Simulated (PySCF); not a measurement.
# Sn⁺: ionisation energy

Sn⁺ [Kr] 4d10 5s2 5p1 (2P) → Sn²⁺ [Kr] 4d10 5s2 (1S), as a difference of total energies. All numbers are calculated (PySCF 2.14, a scalar-relativistic core potential, in cc-pVTZ-PP with ECP28MDF (5s4p3d1f, 39 functions)). Correlated levels: valence: 4s2 4p6 4d10 frozen. The calculations carry no spin-orbit coupling.

```tsv
method	ionisation energy (eV)	error (eV)
UHF	13.741	-0.541
MN15	14.273	-0.009
M06-2X	14.130	-0.152
MP2 (valence)	13.946	-0.336
SCS-MP2 (valence)	13.934	-0.348
CCSD (valence)	14.012	-0.270
CCSD(T) (valence)	14.030	-0.252
```

Reference: 14.282 eV (measured; NIST levels, between the centres of gravity of the two terms).

Errors of the correlated levels include the incompleteness of this basis and the frozen core.
